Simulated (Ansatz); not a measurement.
`N[Si]1(O)CC1`, relaxed with RKS PBE-D4/def2-SVP in the Gaussian-basis code of Ansatz from a rough embedded geometry. The force threshold is 0.03 eV/Å; the program also tests the step.

Charge 0, multiplicity 1.

Start:

```xyz
12

N    -0.500   -0.135    1.634
Si   -0.058   -0.838    0.204
O    -1.512   -1.237   -0.403
C     1.168   -0.087   -0.847
C     0.317    1.145   -0.937
H    -0.811   -0.829    2.311
H     0.388    0.226    2.098
H    -2.174   -0.578   -0.397
H     2.128    0.073   -0.287
H     1.405   -0.588   -1.706
H     0.194    1.794   -0.074
H    -0.545    1.055   -1.595
```

Q: How much energy does the relaxation release, and in how many steps? (An estimate is asked.)

A: Computed: 52.87 kcal/mol, in 13 steps, 2 of them rejected.

Q: Which bonds change most? (Estimate.)

A: Computed: Si2–C5 from 2.318 to 1.847 Å; C4–C5 from 1.500 to 1.596 Å; C4–H10 from 1.022 to 1.104 Å; N1–Si2 from 1.654 to 1.735 Å.

Q: Give the relaxed structure. (An estimate is asked.)

A: The calculation gave: 
```xyz
12

N    -0.546   -0.277    1.839
Si   -0.375   -0.341    0.114
O    -1.528   -1.346   -0.577
C     1.177   -0.179   -0.866
C     0.278    1.137   -0.780
H    -0.288   -1.093    2.399
H    -0.262    0.586    2.308
H    -2.419   -1.185   -0.215
H     2.160   -0.112   -0.368
H     1.254   -0.634   -1.869
H     0.730    1.994   -0.249
H    -0.181    1.451   -1.735
```
